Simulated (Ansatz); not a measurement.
Telling isomers of C2H7BO apart by their spectra

These gas-phase data were calculated for one isomer of C2H7BO at PBE0-D3(BJ)/def2-SVP (harmonic, unscaled wavenumbers; equilibrium rotational constants with average atomic masses):

- rotational constants: 8.676, 7.409, 4.204 GHz
- all wavenumbers above 1500 cm⁻¹: 3897, 3171, 3144, 3132, 3129, 3049, 3043
- dipole moment: 1.38 D (PBE0/def2-TZVPD)

Candidates:

(1) `CCBO`, a singlet
(2) `CB(C)O`, a singlet

Problem. Which structure fits?

Solution. Candidate (2). No mode falls between 2350 and 2900 cm⁻¹, where the B–H stretch of (1) would stand.

The same quantities for all candidates:

```
     rotational constants (GHz)               wavenumbers above 1500 cm⁻¹  dipole (D)  E above the lowest, PBE0-D3(BJ)/def2-SVP (kcal/mol)
(1)         15.28, 5.224, 4.087  3917, 3150, 3145, 3068, 3057, 3032, 2553        1.04                                                 13.2
(2)         8.676, 7.409, 4.204  3897, 3171, 3144, 3132, 3129, 3049, 3043        1.38                                                  0.0
```

Harmonic stretches to hydrogen usually lie a few per cent above observed fundamentals. Each candidate is one conformer. Programs: Ansatz 0.2.0.
